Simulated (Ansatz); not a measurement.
Coupled-cluster run, FHInO (`[O][InH][F]`) radical.

```yaml
crystal:
  periodic: [false, false, false]
  atoms:
    - {symbol: O, position_ang: [-1.800062, -0.642436, 0.053059]}
    - {symbol: In, position_ang: [0.031544, 0.128620, -0.088916]}
    - {symbol: F, position_ang: [1.230292, -1.076367, 0.853095]}
    - {symbol: H, position_ang: [0.593726, 1.529884, -0.837539]}
basis:
  gaussian: {orbitals: def2-SVP}
magnetization: {spin_polarized: true, initial_magnetization: 1}
correlation: {method: ccsd_t}
scf: {omitted_lower_state_checks: [cluster_reference]}
```

```sh
$ ansatz run in.yaml --threads 2 --pin off --events-out ev --progress --plain --max-ram 32768MiB --backend cpu
```

The program prints (abridged):

```
Functional definition: HF
643 factors; integrals over basis functions are off by at most 3.3e-4 eV
mean field evaluation 1: about -9893.5265 eV, gradient 3.6e1 eV
mean field evaluation 2: about -9893.5918 eV, gradient 3.6e1 eV
mean field evaluation 4: about -9901.7659 eV, gradient 4.9e0 eV
mean field evaluation 8: about -9902.3413 eV, gradient 1.2e0 eV
mean field evaluation 16: about -9902.6063 eV, gradient 1.4e-2 eV
mean field evaluation 32: about -9902.5315 eV, gradient 2.3e-1 eV
mean field -9902.60629393 eV, -363.9140690742 hartree, gradient 4.2e-6 eV, S^2 0.760412; 7 other end points of the search recorded, 0 dependent functions left out
6 core orbitals not correlated: weight in the atoms' cores, before any rotation towards them, 1.000 or more for the frozen orbitals, at most 0.000 for the correlated occupied ones
reference -9902.60629393 eV, -363.9140690742 hartree; 14, 13 occupied and 39, 40 virtual orbitals, 643 factors
second order -11.27419127 eV of doubles, -0.00000000 eV of singles
cycle   1  -11.43671940 eV  change   -1.6e-1 eV  update   1.0e-1
cycle   2  -11.73668133 eV  change   -3.0e-1 eV  update   3.4e-2
cycle   3  -11.85601427 eV  change   -1.2e-1 eV  update   2.3e-2
cycle   4  -11.86120174 eV  change   -5.2e-3 eV  update   7.3e-3
cycle   5  -11.85604811 eV  change    5.2e-3 eV  update   3.8e-3
cycle   6  -11.85739904 eV  change   -1.4e-3 eV  update   1.8e-3
cycle   7  -11.85872312 eV  change   -1.3e-3 eV  update   8.9e-4
cycle   8  -11.85902724 eV  change   -3.0e-4 eV  update   3.8e-4
cycle   9  -11.85910208 eV  change   -7.5e-5 eV  update   1.7e-4
cycle  10  -11.85912878 eV  change   -2.7e-5 eV  update   1.0e-4
cycle  11  -11.85910777 eV  change    2.1e-5 eV  update   8.5e-5
cycle  12  -11.85911353 eV  change   -5.8e-6 eV  update   6.9e-5
cycle  13  -11.85911907 eV  change   -5.5e-6 eV  update   5.0e-5
cycle  14  -11.85911442 eV  change    4.6e-6 eV  update   3.3e-5
perturbative correction -0.23491242 eV, -0.0086328723 hartree
Total energy: -9914.70032077 eV, -364.3585163631 hartree
Checks for a lower state left out: cluster_reference
```

It took 15 s on 2 threads of a server CPU on a shared host, with 0.41 GiB of host memory at the peak.

The correlation energy is -12.094 eV, 1.9 % of it from (T); the T1 diagnostic reads 0.0165.
